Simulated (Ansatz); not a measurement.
PBE exchange is replaced step by step with exact exchange (0 % is PBE, 25 % PBE0; no dispersion term), basis def2-SVP, Ansatz. System: the cluster SnGe3⁺. Total charge 1; doublet. Geometry: PBE-D4/def2-SVP, each spin state at its own.

Geometry of the doublet:

```xyz
4

Ge   -0.234    1.195    0.838
Ge    0.238   -1.273   -0.712
Ge    0.107   -1.051    1.707
Sn   -0.112    1.130   -1.833
```

In the def2 sets Sn takes a core potential; there is no spin–orbit coupling. The structure comes from a short search, and lower isomers may exist.

HOMO and LUMO are taken over both spins.

| exact exchange (%) | HOMO (eV) | LUMO (eV) | gap (eV) | ⟨S²⟩ | quartet − doublet (kJ/mol) |
| --- | --- | --- | --- | --- | --- |
| 10 | -10.45 | -9.21 | 1.23 | 0.756 | 139.6 |
| 40 | -11.54 | -8.50 | 3.04 | 0.766 | 130.4 |

Q: Estimate the row for 15 %.

A: 
| exact exchange (%) | HOMO (eV) | LUMO (eV) | gap (eV) | ⟨S²⟩ | quartet − doublet (kJ/mol) |
| --- | --- | --- | --- | --- | --- |
| 15 | -10.64 | -9.10 | 1.54 | 0.757 | 138.1 |
